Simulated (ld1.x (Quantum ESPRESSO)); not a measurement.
## B (Z = 5): variants of one ultrasoft potential

Base potential:

| Quantity | Value |
| --- | --- |
| Element | B (Z = 5) |
| Generator | ld1.x (Quantum ESPRESSO) 7.5 |
| Type | ultrasoft |
| Functional | PBE |
| Relativity | scalar-relativistic |
| Frozen core | [He] |
| Valence charge | 3 |
| Reference configuration | 2s1.75 2p1.25 |
| Partial waves | 2s (bound): rcut 1.25, rcutus 1.65 bohr; 2s channel at 0.8 Ry: rcut 1.25, rcutus 1.65 bohr; 2p (bound): rcut 1.65, rcutus 2.05 bohr; 2p channel at 0.7 Ry: rcut 1.65, rcutus 2.05 bohr |
| Local potential | all-electron potential smoothed inside 2.00 bohr (lloc = -1) |
| Core correction | Bessel-smoothed model core, default radius (core density twice the valence density) |
| Augmentation charge | built from norm-conserving waves at rcut, not smoothed further |

Cutoffs, loose and tight: the cutoffs (Ry, on a coarse ladder) from which the occupation-weighted sum of valence levels, in a spherical-Bessel basis at the reference potential, stays within 10 and 1 mRy of its value at 400 Ry. They do not see the model core or the augmentation charge, which bear on the density cutoff. Test errors are all-electron minus pseudo excitation energies from the reference, over the configurations 2s2 2p1; 2s2 2p0; 2s1 2p0; 2s1 2p1; 2s2 2p0.5; 2s2 2p1.3; 2s1 2p2. A dash means not determined; rows that change the core or the reference have their own tests.

The default core radius of the base comes out at 0.68 bohr.

| change | outcome | cutoff, loose | cutoff, tight | bound ghosts | largest test error (meV) |
| --- | --- | --- | --- | --- | --- |
| base | generated | 15 Ry | 18 Ry | none | +33 |
| type PAW; local potential all-electron potential smoothed inside 1.35 bohr (lloc = -2); augmentation BESSEL, radius 1.05 bohr | generated | 15 Ry | 18 Ry | none | test run stopped at test 1 of 7 (negative rho) |
| waves 2s (bound): rcut 1.25, rcutus 1.42 bohr; 2s channel at 0.8 Ry: rcut 1.25, rcutus 1.42 bohr | generated | 15 Ry | 18 Ry | none | +32 |
| core correction Bessel-smoothed model core inside 1.92 bohr | generated | 15 Ry | 18 Ry | none | +104 |
| local potential all-electron potential smoothed inside 1.50 bohr (lloc = -1) | generated | 15 Ry | 18 Ry | none | +33 |
| wave 2s channel at 0.8 Ry: rcut 1.25, rcutus 1.65 bohr becomes 2s channel at 0.05 Ry: rcut 1.25, rcutus 1.65 bohr | generated | 15 Ry | 18 Ry | none | +33 |
| reference 2s2 2p1 | generated | 15 Ry | 18 Ry | none | +32 |
| functional LDA (PZ) | generated | 15 Ry | 18 Ry | none | +29 |
| local potential all-electron potential smoothed inside 2.26 bohr (lloc = -1) | generated | 15 Ry | 18 Ry | none | +33 |
